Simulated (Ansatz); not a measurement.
This Ansatz (a first-principles code) input (CCSD(T)/def2-SVP) gives -340.67692 Eh with 18 basis functions. A basis named .json is the Basis Set Exchange file of that set (core-valence sets with the plain set on hydrogen).

Ansatz 0.2 input:
```yaml
crystal:
  periodic: [false, false, false]
  atoms:
    - {symbol: P, position_ang: [0.00000000, 0.00000000, 0.00000000]}
basis:
  gaussian:
    orbitals: def2-SVP
magnetization: {spin_polarized: true, initial_magnetization: 3}
correlation: {method: ccsd_t, electrons: outside_noble_gas}
scf: {lower_state_search: full}
```

Change:
```diff
- orbitals: def2-SVP
+ orbitals: def2-QZVPPD.json
```

Question: What does the run give now?

Answer: -340.82908 Eh (CCSD(T)/def2-QZVPPD, 76 functions), a change of -152.16 mEh.
